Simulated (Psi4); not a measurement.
A ladder of methods for C2H6Zn (SMILES C[CH2][ZnH])

The species is C2H6Zn (9 atoms), meant as a singlet with charge 0. SMILES: `C[CH2][ZnH]`. Geometry: optimised at PBE0/def2-TZVP.

Each level gives the dipole moment (D). The values are calculated.

```csv
level,kind,program,value (D),CPU time
PBE-D4/def2-TZVPP (density fitting),GGA,Psi4,0.65,2.4 min
r2SCAN-D4/def2-TZVPP (density fitting),meta-GGA,Psi4,0.61,7.1 min
B3LYP-D4/def2-TZVPP (density fitting),global hybrid,Psi4,0.60,2.2 min
PBE0-D4/def2-TZVPP (density fitting),global hybrid,Psi4,0.58,2.2 min
wB97M-V/def2-TZVPP (density fitting),range-separated hybrid,Psi4,0.53,7 min
```

The values span 0.53 to 0.65 D. Magnitudes only. CPU times are rough (shared hosts, several kinds of processor): they show what a rung costs within a factor of a few.
